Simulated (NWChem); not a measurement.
System: NH2SeI; SMILES [Se](I)N

The following NWChem deck was run.

```
start job
memory heap 200 mb stack 900 mb global 1100 mb
geometry units angstroms noautoz
  Se     0.369146     1.317210     0.000000
  I      0.019271    -1.248832     0.000000
  N     -1.258941     2.049741     0.000000
  H     -1.809190     1.935709     0.846756
  H     -1.809190     1.935709    -0.846756
end
basis spherical
  * library def2-svp
end
ecp
  I library def2-ecp
end
dft
  xc xpbe96 cpbe96
  iterations 150
  mulliken
end
task dft energy
```

Output (shortened):

```
             Northwest Computational Chemistry Package (NWChem) 7.3.0
             --------------------------------------------------------

 CS  symmetry detected

                             Geometry "geometry" -> ""
                             -------------------------

 Output coordinates in angstroms (scale by  1.889725989 to convert to a.u.)

  No.       Tag          Charge          X              Y              Z
 ---- ---------------- ---------- -------------- -------------- --------------
    1 Se                  34.0000     0.38290089     1.34332358     0.00000000
    2 I                   53.0000    -0.01576389    -1.21559230     0.00000000
    3 N                    7.0000    -1.23094484     2.10671789     0.00000000
    4 H                    1.0000    -1.78326510     2.00318239     0.84675600
    5 H                    1.0000    -1.78326510     2.00318239    -0.84675600

 Effective nuclear repulsion energy (a.u.)     531.6211493424

      Symmetry information
      --------------------

 Group name             Cs
 Group number              2
 Group order               2
 No. of unique centers     4

 Summary of "ao basis" -> "ao basis" (spherical)
 ------------------------------------------------------------------------------
       Tag                 Description            Shells   Functions and Types
 ---------------- ------------------------------  ------  ---------------------
 Se                         def2-svp                12       32   5s4p3d
 I                          def2-svp                10       26   4s4p2d
 N                          def2-svp                 6       14   3s2p1d
 H                          def2-svp                 3        5   2s1p

      Symmetry analysis of basis
      --------------------------

        a'         55
        a"         27

            General Information
            -------------------
          SCF calculation type: DFT
          Wavefunction type:  closed shell.
          No. of atoms     :     5
          No. of electrons :    68
           Alpha electrons :    34
            Beta electrons :    34
          Charge           :     0
          Spin multiplicity:     1
          Use of symmetry is: on ; symmetry adaption is: on
          Maximum number of iterations: 150
          AO basis - number of functions:    82
                     number of shells:    34
          Convergence on energy requested:  1.00D-06
          Convergence on density requested:  1.00D-05
          Convergence on gradient requested:  5.00D-04

              XC Information
              --------------
          PerdewBurkeErnzerhof Exchange Functional  1.000
            Perdew 1991 LDA Correlation Functional  1.000 local
           PerdewBurkeErnz. Correlation Functional  1.000 non-local

             Grid Information
             ----------------
          Grid used for XC integration:  medium
          Radial quadrature: Mura-Knowles
          Angular quadrature: Lebedev.
          Tag              B.-S. Rad. Rad. Pts. Rad. Cut. Ang. Pts.
          ---              ---------- --------- --------- ---------
          Se                  1.15      112           9.0       590
          I                   1.40      123          11.0       590
          N                   0.65       49          10.0       434
          H                   0.35       45          11.0       434
          Grid pruning is: on
          Number of quadrature shells:   329
          Spatial weights used:  Erf1

      Superposition of Atomic Density Guess
      -------------------------------------

 Sum of atomic energies:       -2801.88164472

      Non-variational initial energy
      ------------------------------

 Total energy =   -2752.096170
 1-e energy   =   -4534.012140
 2-e energy   =    1482.002185
 HOMO         =      -0.230703
 LUMO         =      -0.069603

      Symmetry analysis of molecular orbitals - initial
      -------------------------------------------------

  Numbering of irreducible representations:

     1 a'          2 a"

  Orbital symmetries:

     1 a'          2 a'          3 a'          4 a'          5 a"
     6 a'          7 a'          8 a'          9 a'         10 a'
    11 a"         12 a'         13 a'         14 a"         15 a'
    16 a'         17 a"         18 a'         19 a"         20 a'
    21 a'         22 a"         23 a'         24 a"         25 a'
    26 a'         27 a'         28 a"         29 a'         30 a'
    31 a"         32 a'         33 a'         34 a"         35 a'
    36 a'         37 a'         38 a"         39 a'         40 a'
    41 a'         42 a"         43 a'         44 a'

     ---------------------------------------------
      Total Density - Mulliken Population Analysis
     ---------------------------------------------

    Atom       Charge   Shell Charges
 -----------   ------   -------------------------------------------------------
    1 Se  34    33.69   2.00  2.00  2.00  1.34  0.55  6.00  5.98  1.64  2.09  8.21  1.75  0.14
    2 I   25    25.27   1.83  0.22  1.24  0.67  2.93  3.13  2.58  2.64  9.83  0.20
    3 N    7     7.51   1.99  1.01  0.46  2.40  1.63  0.01
    4 H    1     0.76   0.60  0.12  0.04
    5 H    1     0.76   0.60  0.12  0.04

   convergence    iter        energy       DeltaE   RMS-Dens  Diis-err
 ---------------- ----- ----------------- --------- --------- ---------
 d= 0,ls=0.0,diis     1  -2754.4022308263 -3.05D+03  1.41D-02  3.98D-01
 d= 0,ls=0.0,diis     2  -2754.3916260401  1.06D-02  1.21D-02  2.80D-01
 d= 0,ls=0.0,diis     3  -2754.4164825571 -2.49D-02  6.58D-03  1.54D-01
 d= 0,ls=0.0,diis     4  -2754.4429566248 -2.65D-02  2.18D-03  1.58D-02
 d= 0,ls=0.0,diis     5  -2754.4443712247 -1.41D-03  8.35D-04  7.22D-03
  Resetting Diis
 d= 0,ls=0.0,diis     6  -2754.4452873120 -9.16D-04  1.56D-04  1.72D-04
 d= 0,ls=0.0,diis     7  -2754.4453093082 -2.20D-05  1.67D-04  1.16D-05
 d= 0,ls=0.0,diis     8  -2754.4453003829  8.93D-06  1.25D-04  5.36D-05
 d= 0,ls=0.0,diis     9  -2754.4453112258 -1.08D-05  2.05D-05  3.75D-06
 d= 0,ls=0.0,diis    10  -2754.4453116704 -4.45D-07  5.10D-06  3.61D-07

         Total DFT energy =    -2754.445311670430
      One electron energy =    -4534.541754175524
           Coulomb energy =     1596.788442209522
    Exchange-Corr. energy =     -116.605784717298
 Nuclear repulsion energy =      299.913785012871

 Numeric. integr. density =       68.000000531269

                  Occupations of the irreducible representations
                  ----------------------------------------------

                     irrep           alpha         beta
                     --------     --------     --------
                     a'               24.0         24.0
                     a"               10.0         10.0

                       DFT Final Molecular Orbital Analysis
                       ------------------------------------

 Vector   32  Occ=2.000000D+00  E=-2.511451D-01  Symmetry=a"
              MO Center=  1.1D-01, -1.4D-01, -7.6D-12, r^2= 3.3D+00
   Bfn.  Coefficient  Atom+Function         Bfn.  Coefficient  Atom+Function
  ----- ------------  ---------------      ----- ------------  ---------------
    45      0.450845  2 I  pz                48      0.402843  2 I  pz
    17      0.360239  1 Se pz                14      0.315760  1 Se pz
    11     -0.200704  1 Se pz                42     -0.185461  2 I  pz
    39     -0.150289  2 I  pz                73     -0.074909  4 H  s
    78      0.074909  5 H  s                 64      0.070384  3 N  pz

 Vector   33  Occ=2.000000D+00  E=-2.297783D-01  Symmetry=a'
              MO Center= -1.3D-01, -8.0D-01,  2.7D-18, r^2= 3.2D+00
   Bfn.  Coefficient  Atom+Function         Bfn.  Coefficient  Atom+Function
  ----- ------------  ---------------      ----- ------------  ---------------
    43      0.551359  2 I  px                46      0.499316  2 I  px
    40     -0.224748  2 I  px                63      0.218446  3 N  py
    66     -0.182981  3 N  py                37     -0.181851  2 I  px
    44     -0.169658  2 I  py                47     -0.145446  2 I  py
    41      0.067657  2 I  py                38      0.054812  2 I  py

 Vector   34  Occ=2.000000D+00  E=-1.916438D-01  Symmetry=a"
              MO Center=  1.6D-01,  3.0D-01, -1.9D-15, r^2= 3.8D+00
   Bfn.  Coefficient  Atom+Function         Bfn.  Coefficient  Atom+Function
  ----- ------------  ---------------      ----- ------------  ---------------
    17      0.508590  1 Se pz                14      0.423906  1 Se pz
    45     -0.411621  2 I  pz                48     -0.393121  2 I  pz
    11     -0.264075  1 Se pz                42      0.166217  2 I  pz
    39      0.134066  2 I  pz                73     -0.093539  4 H  s
    78      0.093539  5 H  s                  8      0.085620  1 Se pz

 Vector   35  Occ=0.000000D+00  E=-1.114606D-01  Symmetry=a'
              MO Center=  5.7D-02,  2.9D-01, -8.2D-16, r^2= 4.5D+00
   Bfn.  Coefficient  Atom+Function         Bfn.  Coefficient  Atom+Function
  ----- ------------  ---------------      ----- ------------  ---------------
    16      0.608072  1 Se py                47      0.586711  2 I  py
    13      0.408324  1 Se py                44      0.396698  2 I  py
    10     -0.248241  1 Se py                66     -0.230763  3 N  py
    15      0.228034  1 Se px                63      0.221510  3 N  py
     4     -0.219930  1 Se s                  5     -0.189112  1 Se s

[...]
```

Level: PBE/def2-SVP with def2 effective core potentials on I. The geometry was optimised at PBE0/def2-SVP. def2 effective core potentials on I; no spin-orbit coupling.
